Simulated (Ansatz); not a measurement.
Reaction (ligand exchange at the Si–O bond): `O[SiH2]N[SiH](O)O` + HCl → `O[SiH](O)N[SiH2]Cl` + H₂O

Calculated with Ansatz (gas phase, PBE0-D4/def2-TZVP geometries, no zero-point term in ΔE). CCSD(T)/CBS is the MP2 limit (def2-TZVPP, def2-QZVPP) plus CCSD(T) − MP2 in def2-TZVPP, frozen cores. This one scheme is used for every species. DFT in def2-TZVPP. B3LYP here is the variant with VWN-RPA as its local correlation; programs differ in this. Each species was taken in one conformer, which may not be the lowest.

Problem. Is it downhill or uphill in electronic energy at CCSD(T)/CBS, and by how much? (Best estimate.)

Solution. The calculation gave: Nearly level: ΔE = -0.01 eV.

Problem. What do these levels give: PBE0-D4, ωB97M-V, B3LYP, CCSD(T)/def2-TZVPP, HF/def2-QZVPP, HF/CBS(def2)? (An estimate is asked.)

Solution. Ansatz gave: PBE0-D4 -0.05, ωB97M-V 0.01, B3LYP 0.06, CCSD(T)/def2-TZVPP 0.05, HF/def2-QZVPP 0.07, HF/CBS(def2) 0.07 eV.

Largest T1 diagnostic among the species: 0.012.

The D4 term adds −0.04 eV with B3LYP and −0.02 eV with PBE0; it sums over pairs of atoms, weighted by their polarisabilities, and B3LYP, whose exchange is more repulsive, gets the larger term.
